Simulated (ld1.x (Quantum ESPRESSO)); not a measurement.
Configuration tests for hafnium (Hf) (TM)

```json
{
  "Element": "hafnium",
  "Generator": "ld1.x (Quantum ESPRESSO) 7.5",
  "Type": "norm-conserving Troullier–Martins (Kleinman–Bylander form)",
  "Functional": "LDA (PZ)",
  "Relativity": "scalar-relativistic",
  "Frozen core": "[Xe] 4f14",
  "Valence charge": "4",
  "Reference configuration": "5d2 6s2 6p0",
  "Partial waves": "6s (bound): rc 2.65 bohr; 6p (bound, empty): rc 3.10 bohr; 5d (bound): rc 1.90 bohr",
  "Local potential": "all-electron potential smoothed inside 1.45 bohr (lloc = -1)",
  "Core correction": "a·sin(br)/r model core inside 1.25 bohr"
}
```

Energies are relative to the spin-unpolarised reference configuration 5d2 6s2 6p0; without spin polarisation the order of configurations can differ from experiment. Spin-polarised rows fill each open shell by Hund’s rule, majority spin first.

| valence configuration | charge | ΔE all-electron (eV) | error AE − PS (meV) |
| --- | --- | --- | --- |
| 5d2 6s0 6p0 | +2 | 22.701 | -39 |
| 5d1 6s0 6p0 | +3 | 44.802 | -247 |
| 5d2 6s1 6p1 | 0 | 3.913 | -3.3 |
| 5d3 6s0 6p0 | +1 | 10.232 | -85 |
| 5d2 6s0 6p2 | 0 | 8.075 | -12 |
| 5d2 6s2 6p0 (spin-polarised) | 0 | -0.441 | -4.4 |
| 5d2 6s1 6p0 (spin-polarised) | +1 | 7.063 | -2.4 |

(1) What are ΔE and the potential's error for 5d2 6s1.5 6p0?

(2) What are ΔE and the potential's error for 5d2 6s1 6p0?

Note: ghost states, extra bound levels that the all-electron valence spectrum of the same l lacks: s at -144.0 eV, p at -54.2 eV. A true bound ghost makes a file unfit for plane-wave use.

Results:

(1) ΔE = 3.349 eV all-electron; the error (AE − PS) is -1.9 meV.

(2) ΔE = 8.198 eV all-electron; the error (AE − PS) is -6.4 meV.

These tests converged, but a pseudo level misses the all-electron one widely, so the file describes the atom poorly there or has found another state: 5d1 6s0 6p0: empty 6s by 3.4 eV (a node warning on the way).
